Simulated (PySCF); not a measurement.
Cl3GeH.

```xyz
5

Ge     0.0000     0.0000     0.4373
Cl    -1.7473    -1.0088    -0.3130
Cl     0.0000     2.0176    -0.3130
Cl     1.7473    -1.0088    -0.3130
H      0.0000     0.0000     1.9667
```
Charge 0, spin multiplicity 1.

Coordinates come from a B3LYP-D3(BJ)/def2-SVP optimisation. The isomer is the one that the SMILES or the coordinates give; other isomers of the formula were not compared.

Level of theory: PySCF with PBE0/pcSseg-1. Non-relativistic, no solvent.

Computed absolute GIAO shielding of each atom: isotropic value and principal components (ppm):
| atom | σ(iso) | σ11 | σ22 | σ33 | span |
|---|---|---|---|---|---|
| Ge1 | 1202.2 | 1130.5 | 1238.0 | 1238.0 | 107.5 |
| Cl2 | 775.8 | 614.2 | 732.5 | 980.8 | 366.7 |
| Cl3 | 775.8 | 614.2 | 732.5 | 980.8 | 366.7 |
| Cl4 | 775.8 | 614.2 | 732.5 | 980.8 | 366.7 |
| H5 | 24.3 | 18.0 | 18.0 | 36.9 | 18.8 |
